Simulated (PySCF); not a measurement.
## Indium: a sound run and one with changed settings

Sound run: In [Kr] 4d10 5s2 5p1, In⁺ [Kr] 4d10 5s2. Computed with PySCF 2.14 in cc-pVTZ-PP with ECP28MDF (5s4p3d1f, 39 functions), with a scalar-relativistic core potential. The sound run starts from symmetry-adapted Hartree-Fock orbitals and uses a fine grid where one is needed.

Changed run: radial step 0.8 in ln r (0.13 in the sound run). This setting is unsound on purpose.

| species | method | sound run (hartree) | changed run (hartree) | converged |
| --- | --- | --- | --- | --- |
| In | UHF | -189.21033 | -189.21033 | yes |
| In | r2SCAN | -190.18173 | -188.19121 | yes |
| In | M06-L | -190.25243 | -188.17502 | yes |
| In⁺ | UHF | -189.01875 | -189.01875 | yes |
| In⁺ | r2SCAN | -189.97207 | -187.97380 | yes |
| In⁺ | M06-L | -190.05728 | -187.95145 | yes |

Ionisation energy of In:

| method | sound run (eV) | changed run (eV) |
| --- | --- | --- |
| UHF | 5.213 | 5.213 |
| r2SCAN | 5.705 | 5.916 |
| M06-L | 5.310 | 6.084 |

A coarse radial grid mis-integrates the density and the exchange-correlation energy, with errors of either sign; Hartree-Fock needs no grid.

For comparison, NIST gives 5.786 eV between the lowest levels.
